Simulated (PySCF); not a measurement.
# Radial density of Yb⁴⁴⁺ (ytterbium, charge +44)

UHF, [Ar] 3d8, high-spin 3F determinant. Calculation: PySCF 2.14, in an even-tempered Gaussian basis (16 s from 9.2 bohr⁻², ratio 2.5; 11 p from 12 bohr⁻², ratio 2.5; 8 d from 12 bohr⁻², ratio 2.5; 4 f from 49 bohr⁻², ratio 2.7; 3 g from 74 bohr⁻², ratio 2.7); the non-relativistic Hamiltonian (point nucleus).

```csv
r (bohr),4πr²ρ (e/bohr),4πr²(ρα − ρβ)
0.000438,0.5532,0.0000
0.000736,1.501,0.0000
0.00124,3.958,-0.0001
0.00208,9.951,-0.0001
0.00350,23.08,-0.0003
0.00589,46.83,-0.0006
0.00991,76.22,-0.0007
0.0167,89.15,0.0036
0.0280,80.23,0.0672
0.0472,102.7,0.6899
0.0794,111.4,4.1130
0.133,83.11,10.8488
0.225,76.16,7.8369
0.378,8.273,0.6912
0.635,0.04455,0.0034
```

A non-relativistic calculation at this Z misses sizeable relativistic shifts. Spin-orbit coupling is strong in this species (close to jj coupling), so the high-spin LS determinant is a model state, not a physical level.
